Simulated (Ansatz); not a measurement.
System: chloro(dimethyl)borane, C₂H₆BCl (charge 0, singlet). 
Structure (B3LYP-D3(BJ)/def2-TZVP (Ansatz, a quantum-chemistry and plane-wave program) minimum search):
```
B
C 1 1.5593
H 2 1.0898 1 114.05
H 2 1.0923 3 109.72 1 -127.13
H 2 1.0986 3 106.73 4 -114.62
C 1 1.5593 2 123.80 3 -153.40
H 6 1.0898 1 114.05 2 -153.40
H 6 1.0923 7 109.72 1 -127.13
H 6 1.0986 7 106.73 8 -114.62
Cl 1 1.7805 2 118.10 3 26.60
```

Basis-set convergence of Hartree-Fock and MP2 correlation energies (hartree) with Ansatz. Correlated levels leave the core frozen unless marked. Spin-orbit coupling is left out. Non-relativistic.

```
basis        functions       E(HF)  E(corr, MP2)
-----------  ---------  ----------  ------------
cc-pV(D+d)Z         95  -563.48938      -0.51050
cc-pV(T+d)Z        213           …             …
```

Question: Complete the blanks.

Answer: 
- cc-pV(T+d)Z, E(HF): -563.53258
- cc-pV(T+d)Z, E(corr, MP2): -0.64533
